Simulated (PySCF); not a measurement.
SbNF₂, singlet: structure and spectrum

Method: PySCF, PBE0, basis Sb def2-TZVP with ECP28, N def2-TZVP, F def2-TZVP (scalar-relativistic core potentials, no spin–orbit coupling, density fitting).

The structure is a saddle point with 1 imaginary mode.

```json
{
 "Point group": "C2v",
 "Bond lengths": "Sb–F 2.011 Å (×2), Sb–N 1.914 Å",
 "Bond angles": "F–Sb–F 138.7°, F–Sb–N 69.3° (×2)",
 "Lowest empty level": "-4.78 eV",
 "Atomisation energy without zero-point energy": "761 kJ/mol",
 "Dipole moment": "3.72 D",
 "Principal polarisabilities": "30.5, 48.6, 49.3 bohr³",
 "Highest occupied level": "-8.63 eV",
 "Principal quadrupole moments (Buckingham, traceless) about the centre of mass": "-10.16, 1.47, 8.69 D Å",
 "Rotational constants": "0.314, 0.1252, 0.08953 cm⁻¹",
 "Zero-point energy (real modes)": "12.4 kJ/mol"
}
```

Harmonic modes (masses in u: Sb 120.904, N 14.003, F 18.998):
```
symmetry  ω (cm⁻¹)  IR (km/mol)
      b2      379i            –
      b1        80          4.1
      a1       184         20.0
      a1       507          1.6
      b2       518          169
      a1       792         13.2
```

In C2v the vibrations span 2b2 + b1 + 3a1. Here b1 is antisymmetric to the molecular plane and b2 lies in it.

Charges (e):
```
atom  Mulliken  Löwdin  polar tensor  Mayer order to Sb1
 Sb1      1.09    0.71          1.26                   –
  N2     -0.18   -0.11         -0.02                1.48
F3,4     -0.45   -0.30         -0.62                0.65
```

Mulliken populations on Sb1 (electrons outside its core potential): s 3.88, p 7.64, d 10.28, f 0.12.

Outer orbital energies (eV). occupied: -13.08, -11.85, -11.81, -11.38, -11.33, -9.92, -9.09, -8.63; empty: -4.78, -3.88, -0.64, -0.07.

This need not be the most stable arrangement of these atoms. At this level a singlet minimum of C2v symmetry lies 86 kJ/mol below this structure.

The final relaxation and frequency run took 2 min on 2 threads of a shared Intel Xeon Platinum 8175M @ 2.50GHz (Skylake/Cascade Lake) host, with 143 basis functions and 14 gradients; the process peaked at 1.5 GiB. Launch command: `OMP_NUM_THREADS=2 python axn.py task.json out`.
